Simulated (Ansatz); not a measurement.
Isolated molecules relaxed with PBE0-D4/def2-TZVP in Ansatz; ΔE leaves out vibrations. CBS: MP2 limit from def2 TZ/QZ plus the TZ coupled-cluster correction, frozen cores. This one scheme is used for every species. Functionals use def2-TZVPP. B3LYP here is the variant with VWN-RPA as its local correlation; programs differ in this. HSE06 is defined as in plane-wave codes. Each species was taken in one conformer, which may not be the lowest.

Reaction (ligand exchange at the Si–C bond): `[SiH3]C#C[SiH2]Cl` + PH₃ → `P[SiH2]Cl` + `C#C[SiH3]`

`[SiH3]C#C[SiH2]Cl`:

Cartesian coordinates in Å:
```
Si -2.389 -0.223 0.521
C -0.619 -0.069 0.090
C 0.557 0.040 -0.190
Si 2.315 0.199 -0.622
Cl 3.405 0.584 1.069
H -2.838 -1.606 0.231
H -2.558 0.074 1.963
H -3.168 0.742 -0.292
H 2.495 1.327 -1.560
H 2.799 -1.068 -1.210
```

PH₃:

```xyz
4

P     0.149   -0.560    0.043
H    -0.897   -0.099   -0.800
H     1.048    0.450   -0.392
H    -0.300    0.208    1.149
```

`P[SiH2]Cl`:

```xyz
7

P    -0.754    0.981   -0.902
Si    0.278   -0.689    0.188
Cl    2.023   -1.124   -0.813
H     0.110    1.969   -0.359
H    -1.712    1.126    0.140
H    -0.589   -1.892    0.157
H     0.643   -0.371    1.589
```

`C#C[SiH3]`:

```xyz
7

C     1.153    0.605    1.466
C     0.444    0.233    0.564
Si   -0.628   -0.330   -0.798
H     1.780    0.935    2.263
H    -1.777   -1.083   -0.239
H    -1.124    0.848   -1.551
H     0.151   -1.209   -1.704
```

```json
{"level": "LDA (SPW92)", "ΔE (kcal/mol)": "2.3", "difference from CCSD(T)/CBS": "-1.6"}
{"level": "PBE-D4", "ΔE (kcal/mol)": "2.4", "difference from CCSD(T)/CBS": "-1.5"}
{"level": "revPBE-D4", "ΔE (kcal/mol)": "2.5", "difference from CCSD(T)/CBS": "-1.4"}
{"level": "BLYP-D4", "ΔE (kcal/mol)": "4.5", "difference from CCSD(T)/CBS": "0.6"}
{"level": "r2SCAN-D4", "ΔE (kcal/mol)": "3.8", "difference from CCSD(T)/CBS": "-0.1"}
{"level": "PBE0-D4", "ΔE (kcal/mol)": "2.6", "difference from CCSD(T)/CBS": "-1.3"}
{"level": "B3LYP-D4", "ΔE (kcal/mol)": "4.5", "difference from CCSD(T)/CBS": "0.6"}
{"level": "r2SCANh-D4", "ΔE (kcal/mol)": "3.7", "difference from CCSD(T)/CBS": "-0.2"}
{"level": "r2SCAN0-D4", "ΔE (kcal/mol)": "3.5", "difference from CCSD(T)/CBS": "-0.4"}
{"level": "HSE06-D4", "ΔE (kcal/mol)": "2.6", "difference from CCSD(T)/CBS": "-1.3"}
{"level": "BHLYP-D4", "ΔE (kcal/mol)": "4.8", "difference from CCSD(T)/CBS": "0.9"}
{"level": "CAM-B3LYP-D4", "ΔE (kcal/mol)": "4.9", "difference from CCSD(T)/CBS": "1.0"}
{"level": "ωB97X-V", "ΔE (kcal/mol)": "3.7", "difference from CCSD(T)/CBS": "-0.2"}
{"level": "ωB97M-V", "ΔE (kcal/mol)": "4.0", "difference from CCSD(T)/CBS": "0.1"}
{"level": "B2PLYP", "ΔE (kcal/mol)": "5.1", "difference from CCSD(T)/CBS": "1.2"}
{"level": "PBE-QIDH", "ΔE (kcal/mol)": "3.7", "difference from CCSD(T)/CBS": "-0.2"}
{"level": "PBE", "ΔE (kcal/mol)": "2.5", "difference from CCSD(T)/CBS": "-1.4"}
{"level": "revPBE", "ΔE (kcal/mol)": "2.7", "difference from CCSD(T)/CBS": "-1.2"}
{"level": "BLYP", "ΔE (kcal/mol)": "4.9", "difference from CCSD(T)/CBS": "1.0"}
{"level": "r2SCAN", "ΔE (kcal/mol)": "3.7", "difference from CCSD(T)/CBS": "-0.2"}
{"level": "PBE0", "ΔE (kcal/mol)": "2.7", "difference from CCSD(T)/CBS": "-1.2"}
{"level": "B3LYP", "ΔE (kcal/mol)": "4.8", "difference from CCSD(T)/CBS": "0.9"}
{"level": "r2SCAN0", "ΔE (kcal/mol)": "3.5", "difference from CCSD(T)/CBS": "-0.4"}
{"level": "HSE06", "ΔE (kcal/mol)": "2.7", "difference from CCSD(T)/CBS": "-1.2"}
{"level": "BHLYP", "ΔE (kcal/mol)": "5.2", "difference from CCSD(T)/CBS": "1.3"}
{"level": "CAM-B3LYP", "ΔE (kcal/mol)": "5.0", "difference from CCSD(T)/CBS": "1.1"}
{"level": "LC-ωPBE", "ΔE (kcal/mol)": "2.8", "difference from CCSD(T)/CBS": "-1.1"}
{"level": "HF/def2-SVP", "ΔE (kcal/mol)": "7.0", "difference from CCSD(T)/CBS": "3.1"}
{"level": "MP2/def2-SVP", "ΔE (kcal/mol)": "6.7", "difference from CCSD(T)/CBS": "2.8"}
{"level": "CCSD/def2-SVP", "ΔE (kcal/mol)": "6.1", "difference from CCSD(T)/CBS": "2.2"}
{"level": "CCSD(T)/def2-SVP", "ΔE (kcal/mol)": "6.3", "difference from CCSD(T)/CBS": "2.4"}
{"level": "HF/def2-TZVPP", "ΔE (kcal/mol)": "6.3", "difference from CCSD(T)/CBS": "2.4"}
{"level": "MP2/def2-TZVPP", "ΔE (kcal/mol)": "5.4", "difference from CCSD(T)/CBS": "1.5"}
{"level": "SCS-MP2/def2-TZVPP", "ΔE (kcal/mol)": "6.0", "difference from CCSD(T)/CBS": "2.1"}
{"level": "CCSD/def2-TZVPP", "ΔE (kcal/mol)": "5.0", "difference from CCSD(T)/CBS": "1.1"}
{"level": "HF/def2-QZVPP", "ΔE (kcal/mol)": "6.4", "difference from CCSD(T)/CBS": "2.5"}
{"level": "MP2/def2-QZVPP", "ΔE (kcal/mol)": "4.9", "difference from CCSD(T)/CBS": "1.0"}
{"level": "HF/CBS(def2)", "ΔE (kcal/mol)": "6.4", "difference from CCSD(T)/CBS": "2.5"}
{"level": "MP2/CBS(def2)", "ΔE (kcal/mol)": "4.5", "difference from CCSD(T)/CBS": "0.6"}
{"level": "CCSD/CBS(def2)", "ΔE (kcal/mol)": "4.0", "difference from CCSD(T)/CBS": "0.1"}
{"level": "CCSD(T)/CBS", "ΔE (kcal/mol)": "3.9", "difference from CCSD(T)/CBS": "0"}
```

Largest T1 diagnostic among the species: 0.013.

In def2-TZVPP, CCSD(T) changes the Hartree–Fock value by −1.5 kcal/mol (the triples alone add −0.1 kcal/mol) and MP2 by −1.0 kcal/mol. Leaving LDA and LC-ωPBE aside and taking each functional with its dispersion term where it has one, the values spread over 2.7 kcal/mol, from PBE-D4 to B2PLYP.
